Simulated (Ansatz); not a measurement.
Isolated molecules relaxed with PBE0-D4/def2-TZVP in Ansatz; ΔE leaves out vibrations. CBS: MP2 limit from def2 TZ/QZ plus the TZ coupled-cluster correction, frozen cores. This one scheme is used for every species. Functionals use def2-TZVPP. One conformer a species, not always the lowest.

Reaction (substitution at a C–B bond): `BC(=C)S` + H–F → `C=C(F)S` + BH₃

`BC(=C)S`:

Z-matrix (Å, degrees):
```
B
C 1 1.538
H 1 1.195 2 118.2
H 1 1.197 2 121.7 3 -180.0
C 2 1.345 1 118.7 3 -0.1
S 2 1.762 1 121.6 3 179.9
H 5 1.087 2 123.5 1 -180.0
H 5 1.083 2 119.3 1 0.0
H 6 1.340 2 96.5 1 -0.1
```

H–F:

```xyz
2

F    -0.187   -0.241    0.344
H     0.187    0.241   -0.344
```

`C=C(F)S`:

```xyz
7

C     0.784   -0.532   -0.108
C    -0.047    0.334    0.448
F     0.264    0.939    1.598
S    -1.622    0.892   -0.082
H     0.539   -1.024   -1.037
H     1.726   -0.751    0.375
H    -1.644    0.142   -1.194
```

BH₃:

Cartesian coordinates in Å:
```
B 0.000 0.000 0.000
H 0.687 -0.704 -0.675
H -0.233 -0.301 1.131
H -0.454 1.005 -0.456
```

CCSD(T)/CBS gives +121.1 kJ/mol.

Problem. Another level gave +125.0 kJ/mol. Which?
A. BLYP/def2-TZVPP
B. ωB97M-V/def2-TZVPP
C. CCSD/def2-TZVPP
D. MP2/def2-TZVPP

Solution. D. MP2/def2-TZVPP 125.0, CCSD/def2-TZVPP 111.9, ωB97M-V 104.3, BLYP 96.4 kJ/mol.

Largest T1 diagnostic among the species: 0.012.

From r2SCAN to r2SCAN0 (25 % exact exchange), in def2-TZVPP and without D4, ΔE moves by +3.8 kJ/mol. The D4 term adds +6.4 kJ/mol with B3LYP and +3.4 kJ/mol with PBE0; it sums over pairs of atoms, weighted by their polarisabilities, and B3LYP, whose exchange is more repulsive, gets the larger term. In def2-TZVPP, CCSD(T) changes the Hartree–Fock value by +24.0 kJ/mol (the triples alone add +3.4 kJ/mol) and MP2 by +33.7 kJ/mol.

B3LYP here is the variant with VWN-RPA as its local correlation; programs differ in this.
